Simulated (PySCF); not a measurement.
CH3BrZn, SMILES [Br][Zn][CH3]. Heavy atoms are numbered as in [Zn:1]([Br:2])[CH3:3]. Hydrogens are named by the atom that carries them.

Geometry optimised at B3LYP-D3(BJ)/def2-SVP. The structure was generated by enumeration; whether it is a known compound was not checked.

Computed with PySCF with PBE/pcSseg-1.

GIAO shieldings, no solvent; atoms alike by connectivity are averaged. δ = σ(ref) − σ: ¹³C against TMS (σ = 182.0 ppm); ¹H against TMS (σ = 31.49 ppm), references at their B3LYP-D3(BJ)/def2-TZVP geometries, non-relativistic (without spin–orbit terms, shifts of atoms bonded to Cl or Br come out too high).

| nucleus | atoms | count | δ (ppm) |
|---|---|---|---|
| ¹³C | C3 (CH3) | 1 | -8.4 |
| ¹H | H on C3 | 3 | 0.57 |
